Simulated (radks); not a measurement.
Charge is removed step by step from the 4f7/2 level of Tm3+, starting from [Xe] 4f(5/2: 6, 7/2: 6). Method: Dirac Kohn-Sham, PBE, spin-unpolarised, spherical densities, finite nucleus; Fermi nuclear charge, rms radius 5.2256 fm; computed with a radial shooting solver on a logarithmic mesh with Libxc functionals.

removed (e)  E - E(0) (eV)  eigenvalue (eV)  E minus straight line (eV)
0                    0.000          -35.061                       0.000
0.1                  3.604          -37.033                      -0.924
0.2                  7.408          -39.033                      -1.650
0.3                 11.412          -41.058                      -2.175
0.4                 15.620          -43.110                      -2.496
0.5                 20.035          -45.186                      -2.610
0.6                 24.658          -47.287                      -2.515
0.7                 29.493          -49.412                      -2.209
0.8                 34.541          -51.562                      -1.690
0.9                 39.806          -53.734                      -0.954
1                   45.289          -55.930                       0.000

Removing the whole electron costs 45.289 eV by Delta-SCF, against 35.061 eV from minus the eigenvalue at the starting occupation. Slater's transition state (half an electron removed) gives 45.186 eV. Integrating minus the eigenvalue over the occupation (Janak's theorem) gives 45.289 eV. The mean slope of the eigenvalue, de/dn, is 20.9 eV per electron. Ionisation energy of Tm3+ in the NIST Atomic Spectra Database: 42.41 eV (semi-empirical).

Beside tabulated values, note that spin-unpolarised runs miss the spin-polarisation part of the exchange energy of open shells.
